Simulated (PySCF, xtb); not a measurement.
(E)-1,2-dichloro-1,2-difluoroethene (C₂Cl₂F₂), SMILES F/C(Cl)=C(/F)Cl.

Harmonic wavenumbers (cm⁻¹) from GFN2-xTB (xtb 6.7.1) at its own minimum, in rising order: 125, 137, 250, 358, 374, 387, 412, 604, 793, 1062, 1145, 1681.

Problem. What does B3LYP-D3(BJ)/def2-SVP in PySCF 2.14.0 give at its own minimum? (Estimate from the structure and the level; the computed values follow.)

Solution. 133, 177, 291, 364, 425, 427, 547, 646, 881, 1219, 1260, 1781. Paired by order, the mean absolute difference is 69 cm⁻¹ and the zero-point energies are 10.5 and 11.7 kcal/mol.
